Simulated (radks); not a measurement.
Q: Isoelectronic series with 12 electrons, each ion in its NIST ground configuration. Method: scalar-relativistic Kohn-Sham, PBE, spin-polarised, spherical densities, finite nucleus; Fermi nuclear charge, rms radius of each element as measured or else 0.836 A^(1/3) + 0.57 fm; computed with a radial shooting solver on a logarithmic mesh with Libxc functionals. Total energies (hartree) and orbital eigenvalues (eV):

ion    configuration  E (hartree)         3s         2p
Mg          [Ne] 3s2   -200.27974    -4.7055   -46.6138
Si2+        [Ne] 3s2   -288.96448   -28.5362  -116.9098
S4+         [Ne] 3s2   -394.82336   -65.9265  -216.1877
Ar6+        [Ne] 3s2   -517.86991  -116.0577  -343.4338
Ca8+        [Ne] 3s2   -658.15978  -178.7159  -498.3915
Ti10+       [Ne] 3s2   -815.76887  -253.8431  -680.9900
Cr12+       [Ne] 3s2   -990.78816  -341.4447  -891.2332
Fe14+       [Ne] 3s2  -1183.32149  -441.5595  -1129.164
Ni16+       [Ne] 3s2  -1393.48542  -554.2481  -1394.852
Zn18+       [Ne] 3s2  -1621.40806  -679.5874  -1688.383
Ge20+       [Ne] 3s2  -1867.23070  -817.6685  -2009.860
Se22+       [Ne] 3s2  -2131.10770  -968.5954  -2359.400
Kr24+       [Ne] 3s2  -2413.20579  -1132.484  -2737.131
Sr26+       [Ne] 3s2  -2713.70558  -1309.462  -3143.192
Mo30+       [Ne] 3s2  -3370.70068  -1703.262  -4040.928
Ru32+       [Ne] 3s2  -3727.63130  -1920.402  -4532.939
Pd34+       [Ne] 3s2  -4103.83392  -2151.272  -5053.955
Cd36+       [Ne] 3s2  -4499.56494  -2396.063  -5604.172
Sn38+       [Ne] 3s2  -4915.10354  -2654.987  -6183.798
Te40+       [Ne] 3s2  -5350.74006  -2928.267  -6793.051
Xe42+       [Ne] 3s2  -5806.79710  -3216.146  -7432.160
Ba44+       [Ne] 3s2   -6283.6081  -3518.883  -8101.367
Ce46+       [Ne] 3s2   -6781.5362  -3836.759  -8800.924

Estimate the row of Zr28+ ([Ne] 3s2).

A: E (hartree) -3032.80146; 3s -1499.671; 2p -3577.737.
